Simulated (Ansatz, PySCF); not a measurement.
This PySCF input computes a PBE0/def2-TZVPD energy:

```python
from pyscf import gto, scf, dft

mol = gto.M(
    atom='''
    Se    0.02554170   -0.01119159    0.97920612
    Br    0.80545441   -1.62795802   -0.51561601
    Br   -0.83026635    1.63882986   -0.43561279
    ''',
    basis='def2-tzvpd',
    charge=0,
    spin=0,
    verbose=4,
)

mf = dft.RKS(mol, xc='pbe0').density_fit(auxbasis='def2-universal-jkfit')
mf.grids.level = 3
mf.conv_tol = 1e-9
mf.max_cycle = 100
mf.max_memory = 1500
mf.kernel()
if not mf.converged:
    mf = mf.newton()
    mf.kernel(mf.make_rdm1())
mf.analyze()
```

**Question.** Write an input for the same energy in Ansatz (a first-principles code) and say what it gives.

**Answer.** 
Ansatz 0.2 input:
```yaml
crystal:
  periodic: [false, false, false]
  atoms:
    - {symbol: Se, position_ang: [0.02554170, -0.01119159, 0.97920612]}
    - {symbol: Br, position_ang: [0.80545441, -1.62795802, -0.51561601]}
    - {symbol: Br, position_ang: [-0.83026635, 1.63882986, -0.43561279]}
basis:
  gaussian:
    orbitals: def2-TZVPD
hamiltonian:
  xc: {name: PBE0}
output: {forces: true}
```
It gives -7549.00905 Eh, and PySCF -7549.00913 Eh, a difference of 0.08 mEh, from the treatment of integrals and grids.
